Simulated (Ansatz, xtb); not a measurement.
## Two isomers of C3H12BN

We compare a, `C[NH2+][BH-](C)C`, a singlet, with b, `[BH3-][NH2+]C(C)C`, a singlet. Both are isolated molecules in the gas phase, relaxed with PBE0-D4/def2-SVP; the shapes shown needn't be the lowest conformers.

a (Å):

```csv
atom,x (Å),y (Å),z (Å)
C,0.1168,-1.5233,-0.6441
C,1.2323,1.0902,0.7884
C,-1.3025,1.3033,1.7379
B,-0.1116,0.3213,1.2522
N,-0.7229,-0.4726,-0.0652
H,-0.3808,-2.0332,-1.4825
H,0.3568,-2.2496,0.1428
H,1.0559,-1.0782,-0.9937
H,-1.6205,-0.8598,0.2306
H,-0.9439,0.2361,-0.7690
H,0.1032,-0.6000,2.0491
H,1.0565,1.8174,-0.0288
H,2.0610,0.4326,0.4718
H,1.6225,1.6777,1.6363
H,-0.9978,1.8353,2.6543
H,-2.2441,0.7798,1.9899
H,-1.5519,2.0883,0.9974
```

b (Å):

```yaml
atoms:
  - { symbol: C, position_ang: [-0.2284, -0.4808, -0.7623] }
  - { symbol: C, position_ang: [-1.4916, 0.0265, -0.0940] }
  - { symbol: C, position_ang: [-0.2453, -0.2854, -2.2698] }
  - { symbol: B, position_ang: [1.3163, -0.1489, 1.3902] }
  - { symbol: N, position_ang: [0.9652, 0.1694, -0.1679] }
  - { symbol: H, position_ang: [0.4550, 0.3779, 2.0816] }
  - { symbol: H, position_ang: [2.4220, 0.3512, 1.5688] }
  - { symbol: H, position_ang: [1.3267, -1.3727, 1.4820] }
  - { symbol: H, position_ang: [0.8909, 1.1837, -0.2813] }
  - { symbol: H, position_ang: [1.7887, -0.1049, -0.7062] }
  - { symbol: H, position_ang: [-0.1089, -1.5511, -0.5294] }
  - { symbol: H, position_ang: [-1.6279, 1.1063, -0.2745] }
  - { symbol: H, position_ang: [-2.3679, -0.4940, -0.5057] }
  - { symbol: H, position_ang: [-1.4566, -0.1397, 0.9901] }
  - { symbol: H, position_ang: [-0.3494, 0.7803, -2.5337] }
  - { symbol: H, position_ang: [0.6734, -0.6691, -2.7420] }
  - { symbol: H, position_ang: [-1.0949, -0.8209, -2.7177] }
```

Task: Which of the two would you expect CCSD(T)/def2-SVP + ΔMP2/def2-TZVPP electronic energies to favour?

Result: Structure a; the calculation gives E(b) − E(a) = +9.4 kcal/mol.

The same difference at several levels:

```json
{"level": "GFN2-xTB", "geometry": "GFN2-xTB", "E(b) − E(a) (kcal/mol)": "−13.0", "departure from the last row (kcal/mol)": "−22.4", "job, with rough time for the two": "optimisation, 0.1 s"}
{"level": "HF/STO-3G", "geometry": "GFN2-xTB", "E(b) − E(a) (kcal/mol)": "+7.7", "departure from the last row (kcal/mol)": "−1.8", "job, with rough time for the two": "single point, 0.32 s"}
{"level": "r2SCAN-D4/def2-SVP", "geometry": "GFN2-xTB", "E(b) − E(a) (kcal/mol)": "+9.6", "departure from the last row (kcal/mol)": "+0.2", "job, with rough time for the two": "single point, 4.8 s"}
{"level": "PBE0-D4/def2-SVP", "geometry": "PBE0-D4/def2-SVP", "E(b) − E(a) (kcal/mol)": "+9.0", "departure from the last row (kcal/mol)": "−0.4", "job, with rough time for the two": "optimisation, 61 s"}
{"level": "HF/def2-SVP", "geometry": "PBE0-D4/def2-SVP", "E(b) − E(a) (kcal/mol)": "+9.0", "departure from the last row (kcal/mol)": "−0.4", "job, with rough time for the two": "part of the CCSD(T) run"}
{"level": "MP2/def2-SVP", "geometry": "PBE0-D4/def2-SVP", "E(b) − E(a) (kcal/mol)": "+8.5", "departure from the last row (kcal/mol)": "−0.9", "job, with rough time for the two": "part of the CCSD(T) run"}
{"level": "CCSD(T)/def2-SVP", "geometry": "PBE0-D4/def2-SVP", "E(b) − E(a) (kcal/mol)": "+8.0", "departure from the last row (kcal/mol)": "−1.4", "job, with rough time for the two": "single point"}
{"level": "CCSD(T)/def2-SVP + ΔMP2/def2-TZVPP", "geometry": "PBE0-D4/def2-SVP", "E(b) − E(a) (kcal/mol)": "+9.4", "departure from the last row (kcal/mol)": "", "job, with rough time for the two": "single point, 70 s"}
```

As drawn, b has 2 C–C, 2 B–H in place of 2 C–B, 2 C–H.

GFN2-xTB puts the two in the other order. The largest departure from CCSD(T)/def2-SVP + ΔMP2/def2-TZVPP is that of GFN2-xTB, 22.4 kcal/mol. The last row adds to CCSD(T) the change of the MP2 difference between the two basis sets, here +1.4 kcal/mol.

With thermal terms from frequencies at re-optimised GFN2-xTB minima (ideal gas, soft modes damped towards free rotors, one conformer each, 298.15 K, 1 atm): the zero-point term adds −0.8 kcal/mol; ΔH is +8.3 and ΔG +9.0 kcal/mol.

The correlated steps freeze 5 core orbitals. Codes used: Ansatz 0.2.0, xtb 6.7.1; the last row on 2 threads of Arm Neoverse V2 on a shared host.
